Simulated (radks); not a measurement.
Results of a calculation; reference values are marked as such.
Task: The mean radii <r> (bohr) of the occupied orbitals of an atom or ion are listed with their occupations. Level of theory: non-relativistic Kohn-Sham, Slater X-alpha with alpha = 0.648, spin-polarised, spherical densities, point nucleus (a radial shooting solver on a logarithmic mesh with Libxc functionals).

orbital  occ.      <r>
1s up       1  0.08646
1s down     1  0.08645
2s up       1   0.4185
2s down     1   0.4183
2p up       3   0.3788
2p down     3   0.3786
3s up       1    1.380
3s down     1    1.385
3p up       3    1.563
3p down     2    1.580

Name the element and its charge. Open shells, if any, are filled with parallel spins first.

Result: Z = 18, argon, charge +1: Ar+ in [Ne] 3s2 3p5. The 1s radius gives Z: for a bare nucleus <r> = 1.5/Z, 0.08333 bohr for Z = 18, and screening makes it slightly larger (0.08646 here). The occupations add up to 17, and the charge is Z minus that.
